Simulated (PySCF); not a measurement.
C3H9AlClN, singlet, geometry from GFN2-xTB (such geometries of metal compounds can be far from the true shape). Base run: PBE/6-31G, polarisability run with PySCF.

Input for PySCF:
```python
from pyscf import gto, scf, dft
from pyscf.prop import polarizability

mol = gto.Mole()
mol.atom = '''
    Al    0.377350   -0.338771    0.284261
    Cl    1.899908   -0.258684   -1.058283
    C     0.533278   -1.388868    1.967548
    H    -0.223012   -2.173394    2.041989
    H     0.423562   -0.767536    2.859122
    H     1.511949   -1.872884    2.025891
    N    -1.139557    0.566626   -0.073168
    C    -1.404505    1.373448   -1.251641
    C    -2.267741    0.555586    0.838525
    H    -2.269256    0.989116   -1.805964
    H    -1.613688    2.414529   -0.977466
    H    -0.532898    1.353262   -1.906588
    H    -2.507074    1.567946    1.184933
    H    -3.162283    0.143311    0.356887
    H    -2.020578   -0.060085    1.702199
'''
mol.basis = '6-31g'
mol.charge = 0
mol.spin = 0
mol.verbose = 4
mol.build()

mf = dft.RKS(mol)
mf.xc = 'pbe'
mf.kernel()
alpha = mf.Polarizability().polarizability()[2, 2]
print('alpha_zz =', alpha)
```

The base run was repeated with changes; each row names its change, and settings that it needs were set with it.

| change | alpha_zz (bohr³) | basis functions | core-seconds (rough) |
|---|---|---|---|
| base | 70.42 | 80 | 20 |
| finite field (a.u.) = 0.02; conv_tol = 1e-11 | 70.72 | 80 | 20 |
| functional = hf | 62.61 | 80 | 2 |
| finite field (a.u.) = 0.005; conv_tol = 1e-11 | 70.44 | 80 | 20 |
| functional = camb3lyp | 66.13 | 80 | 40 |
| basis = def2-SVP | 73.82 | 137 | 30 |
| finite field (a.u.) = 0.05; conv_tol = 1e-11 | 72.53 | 80 | 20 |
| finite field (a.u.) = 2e-4; conv_tol = 1e-11 | 70.42 | 80 | 10 |
| finite field (a.u.) = 0.001; conv_tol = 1e-11 | 70.42 | 80 | 20 |
| finite field (a.u.) = 0.001; conv_tol = 1e-6 | 69.83 | 80 | 10 |
| basis = cc-pVDZ | ? | 137 | 40 |
| functional = lda,vwn | 71.02 | 80 | 10 |

Q: Fill in the missing entries.

A: 
- basis = cc-pVDZ, alpha_zz (bohr³): 77.56

Finite-field rows take the second difference of the energy in a field along z; a small field with loose convergence shows SCF noise divided by the square of the field, and a large one adds hyperpolarisability.
